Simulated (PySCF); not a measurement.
## From computed data to an observable: dipole moment from atomic charges

Se(I)(SMe) (CH3ISSe), SMILES CS[Se]I. Atoms are numbered in the order given.

```xyz
7

Se    -0.1318    -0.6343     1.0421
I      0.7160     1.3251    -0.3896
S     -0.7046    -2.1463    -0.3878
C     -2.3570    -1.6205    -0.9118
H     -3.0427    -1.5543    -0.0570
H     -2.7126    -2.3906    -1.6132
H     -2.2996    -0.6551    -1.4342
```

Coordinates come from a PBE0-D3(BJ)/def2-SVP optimisation. The structure was generated by enumeration, and PubChem lists no compound with its InChIKey, so it may never have been made. The def2 effective core potentials stand for the cores of I; spin–orbit coupling is left out. The values are those of a single conformer.

Charges (e) from B3LYP/def2-TZVP (PySCF):

| atom | Mulliken | ESP fit |
|---|---|---|
| Se1 | 0.041 | 0.022 |
| I2 | -0.096 | -0.076 |
| S3 | -0.053 | -0.055 |
| C4 | -0.310 | -0.305 |
| H5 | 0.139 | 0.132 |
| H6 | 0.132 | 0.174 |
| H7 | 0.147 | 0.108 |

The dipole moment of the full density is 2.16 D.

Task: What dipole moment does each set of point charges give, and which comes closer to that of the density?

Result: 
μ = Σ q r, and 1 e Å = 4.8032 D.
Mulliken: Σ q r = (-0.425, -0.165, -0.048) e Å, |μ| = 2.20 D.
ESP fit: Σ q r = (-0.422, -0.194, -0.091) e Å, |μ| = 2.27 D.
Mulliken comes closer in size. Point charges leave out the atoms' own dipoles (lone pairs, polarised bonds); fits to the potential absorb them, partitions of the density don't.
